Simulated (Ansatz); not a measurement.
Results of the Gaussian-basis code of Ansatz.

A structure relaxed at PBE0-D4/def2-TZVP, charge 0, multiplicity 1:

Cartesian coordinates in Å:
```
O -0.781 0.563 -1.281
Sn 0.185 0.056 0.310
F 2.021 -0.114 -0.141
Cl 0.004 1.759 1.810
Br -0.522 -2.099 1.197
H -0.907 -0.166 -1.896
```

(1) Give its formula and SMILES.

(2) Summarise the bond lengths by kind.

Results:

(1) BrClFHOSn, `[OH][Sn]([F])([Cl])[Br]`.

(2) 1 × O–Sn 1.929 Å; 1 × H–O 0.962 Å; 1 × F–Sn 1.899 Å; 1 × Cl–Sn 2.277 Å; 1 × Br–Sn 2.435 Å.
